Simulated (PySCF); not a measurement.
C5H14Si (SMILES CC(C)[SiH](C)C), singlet, at a GFN2-xTB geometry, atoms displaced at random by about 0.08 Å a coordinate; DF-R2SCAN/STO-3G, gradient run with PySCF.

The PySCF input:
```python
from pyscf import gto, scf, dft

mol = gto.Mole()
mol.atom = '''
    Si    0.81741264    0.12372124   -0.45665955
    C     1.35202049    1.82082288    0.33712800
    C     2.00521265   -1.17894913   -0.07799437
    C    -1.03423715   -0.30344017    0.17616506
    C    -2.10815591    0.72343302    0.08813740
    C    -1.30572093   -1.62065702   -0.23131168
    H     0.56674567    0.43650241   -1.87475983
    H     1.35403794    1.61116428    1.50148198
    H     0.69532279    2.80963069    0.18203582
    H     2.35557455    2.10649503    0.17077100
    H     2.97971654   -0.84597174   -0.45740850
    H     1.59002238   -2.10933381   -0.54348296
    H     2.15433616   -1.40856370    1.00443155
    H    -1.02931944   -0.46388227    1.31313488
    H    -2.89628333    0.39722110    0.66298948
    H    -2.16384720    0.94407857   -0.98024197
    H    -1.67717441    1.78451346    0.59415511
    H    -1.60217149   -1.58548901   -1.22516177
    H    -0.89284520   -2.47608120    0.10329791
    H    -2.56855957   -1.89505097    0.15998793
'''
mol.basis = 'sto-3g'
mol.verbose = 4
mol.build()

mf = dft.RKS(mol)
mf.xc = 'r2scan'
mf = mf.density_fit(auxbasis='def2-universal-jkfit')
mf.kernel()
g = mf.nuc_grad_method()
grad = g.kernel()
```

Output, abridged:

```
PySCF version 2.14.0

[INPUT] verbose = 4
[INPUT] num. atoms = 20
[INPUT] num. electrons = 58
[INPUT] charge = 0
[INPUT] spin (= nelec alpha-beta = 2S) = 0
[INPUT] symmetry False subgroup None
[INPUT] Mole.unit = angstrom
[INPUT] Symbol           X                Y                Z      unit          X                Y                Z       unit  Magmom
[...]
nuclear repulsion = 316.586700703253
number of shells = 34
number of NR pGTOs = 144
number of NR cGTOs = 48
basis = sto-3g
ecp = {}

******** <class 'pyscf.df.df_jk.DFRKS'> ********
method = DFRKS
initial guess = minao
damping factor = 0
level_shift factor = 0
DIIS = <class 'pyscf.scf.diis.CDIIS'>
diis_start_cycle = 1
diis_space = 8
diis_damp = 0
SCF conv_tol = 1e-09
SCF conv_tol_grad = None
SCF max_cycles = 50
direct_scf = False
XC library pyscf.dft.libxc version 7.1.2
    S. Lehtola, C. Steigemann, M. J. T. Oliveira, and M. A. L. Marques,  SoftwareX 7, 1–5 (2018)
XC functionals = r2scan
    J. W. Furness, A. D. Kaplan, J. Ning, J. P. Perdew, and J. Sun,  J. Phys. Chem. Lett. 11, 8208–8215 (2020)
    J. W. Furness, A. D. Kaplan, J. Ning, J. P. Perdew, and J. Sun,  J. Phys. Chem. Lett. 11, 9248–9248 (2020)
    J. W. Furness, A. D. Kaplan, J. Ning, J. P. Perdew, and J. Sun,  J. Phys. Chem. Lett. 11, 8208–8215 (2020)
    J. W. Furness, A. D. Kaplan, J. Ning, J. P. Perdew, and J. Sun,  J. Phys. Chem. Lett. 11, 9248–9248 (2020)
radial grids:
    Treutler-Ahlrichs [JCP 102, 346 (1995); DOI:10.1063/1.469408] (M4) radial grids

becke partition: Becke, JCP 88, 2547 (1988); DOI:10.1063/1.454033
pruning grids: <function nwchem_prune>
grids dens level: 3
symmetrized grids: False
atomic radii adjust function: <function treutler_atomic_radii_adjust>
small_rho_cutoff = 0
Set gradient conv threshold to 3.16228e-05
Initial guess from minao.
tot grids = 227088
init E= -482.365079523676
[...]
cycle= 1 E= -482.464579118698  delta_E= -0.0995  |g|= 0.395  |ddm|= 5.12
[...]
cycle= 2 E= -482.447909210141  delta_E= 0.0167  |g|= 0.451  |ddm|= 1.16
[...]
cycle= 3 E= -482.514988751503  delta_E= -0.0671  |g|= 0.0256  |ddm|= 0.64
[...]
cycle= 4 E= -482.515188970784  delta_E= -0.0002  |g|= 0.0092  |ddm|= 0.0484
[...]
cycle= 5 E= -482.515215199097  delta_E= -2.62e-05  |g|= 0.00126  |ddm|= 0.0138
[...]
cycle= 6 E= -482.515215788063  delta_E= -5.89e-07  |g|= 0.000413  |ddm|= 0.00264
[...]
cycle= 7 E= -482.515215846389  delta_E= -5.83e-08  |g|= 6.93e-05  |ddm|= 0.000653
[...]
cycle= 8 E= -482.515215848154  delta_E= -1.77e-09  |g|= 1.07e-05  |ddm|= 0.000125
[...]
cycle= 9 E= -482.515215848193  delta_E= -3.83e-11  |g|= 2.05e-06  |ddm|= 1.94e-05
[...]
Extra cycle  E= -482.515215848194  delta_E= -1.59e-12  |g|= 2.22e-06  |ddm|= 7.21e-06
converged SCF energy = -482.515215848194

******** <class 'pyscf.df.grad.rks.Gradients'> for <class 'pyscf.df.df_jk.DFRKS'> ********
unit = Eh/Bohr
grid_response = False
--------------- DFRKS gradients ---------------
         x                y                z
0 Si     0.0717031619    -0.0824977381    -0.0078090652
1 C     0.0589364654    -0.0056408208    -0.0619062827
2 C    -0.0089228017     0.0338154252    -0.0137261307
3 C    -0.1121449583    -0.0431890106    -0.1284534517
4 C    -0.0940531750    -0.1130113969     0.0247579125
5 C     0.2182974491     0.0332265057     0.0165453473
6 H    -0.0115800219     0.0127241578    -0.0059932299
7 H     0.0055887731    -0.0135130456     0.0479905370
8 H    -0.0271374785     0.0580583749    -0.0022337950
9 H    -0.0354535666    -0.0065707839     0.0169069376
10 H    -0.0008413383     0.0154256519     0.0067043961
11 H    -0.0233008333    -0.0107126267    -0.0021126127
12 H     0.0077154766    -0.0085044120     0.0140205591
13 H    -0.0248718680    -0.0142967560     0.0189880981
14 H     0.0663788504     0.0150277672    -0.0183349686
15 H     0.0350476397    -0.0057903284     0.0043837208
16 H     0.0297282222     0.0690190788     0.0299795409
17 H    -0.0084810917     0.0206091113     0.0667316843
18 H    -0.0618153098     0.0637622181    -0.0237401272
19 H    -0.0843761842    -0.0184317617     0.0163185775
----------------------------------------------
```
